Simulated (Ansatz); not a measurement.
# What each rung costs, and what it gives

Saddle point of Al2NH8O5, doublet (Al₂H₃O₄ ([OH][Al][O][Al]([OH])[OH]) + H₂O + NH₃ → AlH₃O₃ ([OH][Al]([OH])[OH]) + AlNH₃O ([NH2][Al][OH]) + H₂O; bonds formed: O2–H9, H7–O10; dative contacts that become bonds: Al1–N8; bonds broken: H7–N8, H9–O10), PBE0-D4/def2-TZVP structure:

```tsv
atom	x (Å)	y (Å)	z (Å)
Al1	-0.9958	0.4140	0.8963
O2	-0.7898	-0.4191	-0.6712
Al3	0.1663	0.8338	-1.4699
O4	-0.2759	1.7833	-2.8030
O5	1.7927	0.2505	-1.4288
O6	-2.5054	0.6470	1.6414
H7	0.7947	-1.4148	1.0221
N8	0.2506	-0.4137	2.0223
H9	0.0423	-1.3532	-0.3983
O10	0.9248	-1.9346	0.0818
H11	-1.1288	2.1996	-2.9047
H12	2.4730	0.6478	-1.9707
H13	-3.2983	0.8979	1.1727
H14	1.0211	0.1759	2.3156
H15	-0.1397	-0.8200	2.8662
H16	1.6679	-1.4944	-0.3719
```

Barriers are electronic and count from the start structure reached by relaxing down the imaginary mode. Spin–orbit coupling is left out.

Program: Ansatz 0.2.0. Basis: as named in each row. Cores are frozen in the correlated methods; orbitals are unrestricted. B3LYP uses VWN-RPA correlation. Extrapolation: Hartree–Fock as exp(−7.88 √X), correlation as X^−2.97.

Times are rough, for one single point on 4 threads of a shared host (AMD EPYC 7R13), with one NVIDIA H100 (or a share of it) where marked.

The estimate by CCSD(T) at an estimated basis limit (MP2 extrapolated from triple and quadruple zeta, plus CCSD(T) − MP2 in triple zeta) is 20.08 kcal/mol.

| method | basis | time (s) | barrier (kcal/mol) | method less estimate |
| --- | --- | --- | --- | --- |
| HF | STO-3G | under 1 | 5.29 | -14.79 |
| PBE-D4 | STO-3G | 1 | -35.38 | -55.46 |
| SPW92 | def2-SVP | 2 | 0.92 | -19.15 |
| B3LYP-D4 | 6-31G | 2 | 16.91 | -3.17 |
| B3LYP-D4 | def2-TZVPP | 3 (H100) | 18.81 | -1.27 |
| BHLYP-D4 | def2-TZVPP | 3 (H100) | 21.90 | 1.82 |
| PBE-D4 | def2-TZVPP | 3 (H100) | 13.94 | -6.13 |
| BLYP-D4 | def2-TZVPP | 3 (H100) | 17.23 | -2.85 |
| PBE-D4 | def2-SVP | 3 | 8.94 | -11.13 |
| CAM-B3LYP-D4 | def2-TZVPP | 3 (H100) | 18.49 | -1.59 |
| SPW92 | def2-TZVPP | 3 (H100) | 6.41 | -13.67 |
| PBE0-D4 | def2-TZVPP | 3 (H100) | 16.26 | -3.82 |
| r2SCAN-D4 | def2-TZVPP | 3 (H100) | 14.97 | -5.11 |
| r2SCAN0-D4 | def2-TZVPP | 3 (H100) | 16.77 | -3.30 |
| CCSD(T) | def2-SVP | 4 (H100) | 18.92 | -1.15 |
| B2PLYP | def2-TZVPP | 4 (H100) | 20.06 | -0.02 |
| PBE-QIDH | def2-TZVPP | 4 (H100) | 18.12 | -1.95 |
| B97M-V | def2-TZVPP | 4 (H100) | 20.53 | 0.45 |
| PBE0-D4 | def2-SVP | 4 | 12.21 | -7.87 |
| wB97X-V | def2-TZVPP | 4 (H100) | 18.67 | -1.41 |
| RPA on PBE | def2-TZVPP | 4 (H100) | 19.44 | -0.64 |
| wB97M-V | def2-TZVPP | 5 (H100) | 19.95 | -0.13 |
| MP2 | def2-QZVPP | 6 (H100) | 18.84 | -1.24 |
| wB97M-V | def2-SVP | 15 | 14.54 | -5.54 |
| CCSD(T) | def2-TZVPP | 64 (H100) | 19.56 | -0.52 |

All methods are single points on the PBE0-D4 structures; a negative value means that the method puts the saddle structure below the start.

The T1 diagnostic stays at or below 0.015. ⟨S²⟩ of the unrestricted Hartree–Fock references: 0.75 (a pure state has 0.75).

Labels in which every atom is bracketed show which atoms are joined, not bond orders.
